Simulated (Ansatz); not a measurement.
Molecule: C5H11O, charge 0, multiplicity 2. It need not be the lowest isomer of its formula. SMILES: [CH2]C(C)(OC)C
Coordinates optimised at B3LYP-D3(BJ)/def2-TZVP (Ansatz, an electronic-structure program):
```
C
O 1 1.4417
C 2 1.4134 1 116.33
H 3 1.0892 2 106.52 1 -170.60
H 3 1.0954 4 108.55 2 120.99
H 3 1.0956 4 108.90 5 118.11
C 1 1.4933 2 110.46 3 63.09
H 7 1.0811 1 121.41 2 -148.32
H 7 1.0818 8 118.77 1 171.18
C 1 1.5322 2 111.23 3 -61.17
H 10 1.0901 1 111.77 2 67.94
H 10 1.0906 11 108.75 1 121.60
H 10 1.0909 11 107.73 12 117.44
C 1 1.5349 2 103.46 3 -179.19
H 14 1.0896 1 109.96 2 -58.99
H 14 1.0901 15 108.92 1 121.49
H 14 1.0917 15 108.57 16 118.64
```
Charge 0, spin multiplicity 2.

Quantity: atomisation energy (electronic, to ground-state atoms), in kJ/mol. Correlated levels leave the core frozen unless marked. UHF or UKS for open shells. No spin-orbit coupling. No relativistic terms. The coupled-cluster limit lacks core correlation, which all-electron functionals hold. CBS marks a two-point X^-3 extrapolation of the correlation energy; Hartree-Fock from the larger set. [CCSD(T)-MP2]/basis is that difference in the basis named.

```json
[
 {"level": "revPBE-D3(BJ)/def2-TZVPD", "program": "Ansatz + dftd3", "atomisation energy (kJ/mol)": "(withheld)"},
 {"level": "BHLYP-D4/def2-TZVPD", "program": "Ansatz + dftd4", "atomisation energy (kJ/mol)": "(withheld)"},
 {"level": "r2SCANh-D4/def2-TZVPD", "program": "Ansatz + dftd4", "atomisation energy (kJ/mol)": "6601.8"},
 {"level": "wB97X-V/def2-TZVPD", "program": "Ansatz", "atomisation energy (kJ/mol)": "6609.0"},
 {"level": "B2GP-PLYP/def2-TZVPD", "program": "Ansatz", "atomisation energy (kJ/mol)": "(withheld)"},
 {"level": "B2PLYP-D4/def2-TZVPD", "program": "Ansatz + dftd4", "atomisation energy (kJ/mol)": "6542.1"},
 {"level": "RPA@PBE/cc-pVTZ", "program": "Ansatz", "atomisation energy (kJ/mol)": "6192.2"},
 {"level": "SCS-MP2/6-31G*", "program": "Ansatz", "atomisation energy (kJ/mol)": "6061.5"},
 {"level": "CCSD/cc-pVTZ", "program": "Ansatz", "atomisation energy (kJ/mol)": "(withheld)"},
 {"level": "RI-MP2/CBS(cc-pVTZ,cc-pVQZ)+[CCSD(T)-MP2]/cc-pVTZ", "program": "Ansatz", "atomisation energy (kJ/mol)": "6607.5"}
]
```

Task: Fill in the missing entries.

Result: 
- revPBE-D3(BJ)/def2-TZVPD, atomisation energy (kJ/mol): 6569.0
- BHLYP-D4/def2-TZVPD, atomisation energy (kJ/mol): 6442.5
- B2GP-PLYP/def2-TZVPD, atomisation energy (kJ/mol): 6507.0
- CCSD/cc-pVTZ, atomisation energy (kJ/mol): 6374.5
